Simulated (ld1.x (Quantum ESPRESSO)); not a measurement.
# Before and after: TM semilocal potential for promethium

```json
{
  "Element": "promethium",
  "Generator": "ld1.x (Quantum ESPRESSO) 7.5",
  "Type": "norm-conserving Troullier–Martins (semilocal form)",
  "Functional": "PBE",
  "Relativity": "scalar-relativistic",
  "Frozen core": "[Kr] 4d10 5s2",
  "Valence charge": "13",
  "Reference configuration": "4f5 5p6 5d0 6s0.5 6p0 (charge +1.5)",
  "Partial waves": "6s (bound): rc 2.75 bohr; 5p (bound): rc 2.45 bohr; 4f (bound): rc 0.90 bohr; 5d (bound, empty): rc 3.25 bohr",
  "Local potential": "the d channel",
  "Core correction": "Bessel-smoothed model core inside 0.65 bohr"
}
```

Change: wave 5p (bound): rc 2.45 bohr becomes 5p (bound): rc 1.62 bohr.

Cutoffs: the cutoffs (Ry, on a coarse ladder) from which the occupation-weighted sum of valence levels, in a spherical-Bessel basis at the reference potential, stays within 10 and 1 mRy of its value at 400 Ry; they do not see the model core or the augmentation charge, which bear on the density cutoff. Errors are all-electron minus pseudo energies relative to the spin-unpolarised reference configuration.

Q: What does the change do?

A: Of the 6 tests that both files solve, the error grows in 1 and shrinks in 0 by more than 15 % and 0.3 meV (median size 7.3 → 7.9 meV); the range in which the p phases agree widens (upper end -0.7 → 3.1); neither file shows a bound ghost at the reference potential, the only one tested. A semilocal file is local in each channel, so a ghost entry of none says nothing of the separable form that plane-wave codes build from it.

| quantity | base | changed |
| --- | --- | --- |
| bound ghosts | none | none |
| tests counted (converged, no solver errors) | 6 of 7 | 6 of 7 |
| error for 4f5 5p6 5d0 6s2 6p0, meV [ΔE -10.67 eV] | +15 | +15 |
| error for 4f5 5p6 5d0 6s1 6p0, meV [ΔE -4.80 eV] | +2.5 | +2.5 |
| error for 4f5 5p6 5d0 6s0 6p0, meV [ΔE 6.14 eV] | -3.0 | -3.0 |
| error for 4f5 5p6 5d1 6s0 6p0, meV [ΔE -3.56 eV] | -10 | -9.5 |
| error for 4f5 5p6 5d0 6s1.5 6p0, meV [ΔE -8.33 eV] | +7.7 | +7.8 |
| error for 4f5 5p6 5d1 6s1 6p0, meV [ΔE -8.82 eV] | +6.8 | +7.9 |
| s: phases at 3.56 bohr within 0.05 rad from the reference energy up to (Ry; the scan ends near 5) | -0.1 | -0.1 |
| p: phases at 3.56 bohr within 0.05 rad from the reference energy up to (Ry; the scan ends near 5) | -0.7 | 3.1 |
| d: phases at 3.56 bohr within 0.05 rad from the reference energy up to (Ry; the scan ends near 5) | 1.0 | 1.0 |
| f: phases at 3.56 bohr within 0.05 rad from the reference energy up to (Ry; the scan ends near 5) | 3.2 | 3.2 |

Base: Tests not counted: 4f5 5p6 5d0 6s1 6p1 (solver errors, printed error -12.4 eV). These tests converged, but a pseudo level misses the all-electron one widely, so the file describes the atom poorly there or has found another state: 4f5 5p6 5d0 6s1 6p0: empty 6p by 3.7 eV; 4f5 5p6 5d0 6s0 6p0: empty 6p by 6.8 eV. Changed file: Tests not counted: 4f5 5p6 5d0 6s1 6p1 (solver errors, printed error -8.5 eV). These tests converged, but a pseudo level misses the all-electron one widely, so the file describes the atom poorly there or has found another state: 4f5 5p6 5d0 6s0 6p0: empty 6p by 6.8 eV.
